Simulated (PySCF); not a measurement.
## Identify the compound

Molecular formula: C₄H₄F₄O₂. Simulated spectra:

$^{1}$H NMR (300 MHz, computed): δ 6.33 (m, 1H), 3.71 (s, 3H).

$^{13}$C{$^{1}$H} NMR (computed): δ 159.5 (C), 128.9 (C), 126.4 (CH), 56.1 (CH3).

[PySCF 2.14: shieldings: GIAO PBE0/pcSseg-1; geometry: GFN2-xTB; one computed conformer; no solvent model; averaged over atoms made equivalent by symmetry, fast rotation or ring inversion; non-relativistic]

Referencing at the same level of theory: TMS for $^{1}$H and $^{13}$C.

**Question.** What is the structure?

**Answer.** 
Rings plus π bonds: 1 (no ring in the answer). 4 carbon signals for 4 carbons: no two carbons are equivalent. Carbon types of the structure: 2 × C, 1 × CH, 1 × CH3, which accounts for all hydrogens. δC 159.5: alkene carbon bearing oxygen; an sp2 carbon further deshielded by the attached heteroatom. δC 128.9: CF3 carbon; 4 electronegative neighbours deshield it. δC 126.4: β carbon of an enol-ether or enamine type C=C. δC 56.1: methyl carbon bonded to O; deshielded by the electronegative neighbour. δH 6.33: hydrogen on a β carbon of an enol-ether or enamine type C=C; a vinylic proton, deshielded by the sp2 carbon and the C=C anisotropy. δH 3.71: hydrogen on a methyl carbon bonded to O; its carbon carries O, which withdraws density.

Structure: `CO/C(=C/F)OC(F)(F)F`.

The data come from this structure; uniqueness wasn't tested.

Splittings by $^{19}$F in the carbon and heteronuclear signals aren't shown, as no couplings were computed. Shifts are as computed. Against solution values, carbons near 30 ppm lie about +3 ppm off and those near 130 ppm about +5 ppm. Of 1309 compounds with measured shifts, 239 miss one by over three times the rms of a fit or turn the order of signals round; such compounds aren't used in these exercises. No couplings were computed; multiplicities are counted from neighbouring protons, with m where these are inequivalent, close in shift, in a saturated or five-membered ring or joined by F or P, and br s for small geminal =CH2 splittings.
